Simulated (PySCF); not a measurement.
Q: Give a PBE0-D3(BJ)/def2-SVP geometry of `[S]=[Mo](=[S])([S-])[S-]`. (Charge -2 and singlet state.)

A: 
```
atom  x, y, z in Å
S1     1.6818   -0.2934   -1.3997
Mo2    0.0045   -0.0043   -0.0111
S3    -0.3921   -1.8766    1.0608
S4     0.5320    1.5539    1.4426
S5    -1.7926    0.5865   -1.1310
```

Orientation and origin are arbitrary. Atoms count from 1 in this order. Mo2 (molybdenum bonded to 4 S) is tetrahedral (angles from 109.0° to 110.1°).

Bonds between heavy atoms (Å): S1=Mo2 2.197, Mo2=S3 2.194, Mo2–S4 2.195, Mo2–S5 2.198.

Theory: PBE0-D3(BJ)/def2-SVP geometry optimisation, gas phase, def2 core potentials past Kr (PySCF).

Point group: Td (tolerance 0.08 Å). No frequency check. Whether so highly charged an anion holds all its electrons in the gas phase wasn't checked; a finite basis holds them in any case. The ion is multiply charged and computed without counter-ions or solvent.

The run took 32 s on Arm Neoverse V2, one thread, shared host, and the process peaked at 0.43 GiB of memory. That covers the optimisation of the geometry.
